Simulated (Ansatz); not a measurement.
Compare A (`CC/C=C(\C)CC`) with its isomer B (`CC1CCCCC1`).

Computed with Ansatz on PBE0-D4/def2-TZVP structures; ΔE is electronic, products minus reactants. CBS: MP2 limit from def2 TZ/QZ plus the TZ coupled-cluster correction, frozen cores. Functionals use def2-TZVPP. B3LYP here is the variant with VWN-RPA as its local correlation; programs differ in this. Each species was taken in one conformer, which may not be the lowest.

(1) Which isomer does CCSD(T)/CBS put lower? Give the gap. (Estimate.)

(2) Give E(B) − E(A) in kJ/mol with B3LYP-D4, ωB97M-V, B3LYP, PBE0-D4, r2SCAN-D4, PBE-D4, HF/def2-TZVPP. (Best estimate.)

Largest T1 diagnostic: 0.009.

Results:

(1) The calculation gave: B, by 82.5 kJ/mol.

(2) Ansatz gave: B3LYP-D4 -65.8, ωB97M-V -84.8, B3LYP -57.0, PBE0-D4 -89.5, r2SCAN-D4 -80.4, PBE-D4 -75.3, HF/def2-TZVPP -67.5. None reverses the order clearly.

From PBE to PBE0 (25 % exact exchange), in def2-TZVPP and without D4, E(B) − E(A) moves by −15.3 kJ/mol. The D4 term adds −8.8 kJ/mol with B3LYP and −4.3 kJ/mol with PBE0; it sums over pairs of atoms, weighted by their polarisabilities, and B3LYP, whose exchange is more repulsive, gets the larger term.
